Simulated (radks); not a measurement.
Coulomb parameter of the 4f shell of the erbium ion Er+ in the model configuration [Xe] 4f10 5d2 6s1, as a second difference U = [E(n + 1) + E(n - 1) - 2 E(n)] / (1)^2 with all orbitals relaxed. "Bare": the charge of the atom changes with n. "Screened": the 5d shell takes up the change at fixed total charge, which measures U(4f,4f) + U(5d,5d) - 2 U(4f,5d). Calculated with a radial shooting solver on a logarithmic mesh with Libxc functionals: Dirac Kohn-Sham, BLYP, spin-unpolarised, spherical densities, finite nucleus; open shells are shared between the two j in proportion to 2j + 1; Fermi nuclear charge, rms radius 5.2516 fm.

case             configuration  E - E(n) (eV)
start        [Xe] 4f10 5d2 6s1          0.000
bare +1      [Xe] 4f11 5d2 6s1        -15.054
bare -1       [Xe] 4f9 5d2 6s1         31.966
screened +1  [Xe] 4f11 5d1 6s1        -10.546
screened -1   [Xe] 4f9 5d3 6s1         16.625

U(bare) = 16.913 eV, U(screened by 5d) = 6.079 eV, against the Slater integral F0(4f,4f) = 34.078 eV with frozen orbitals.
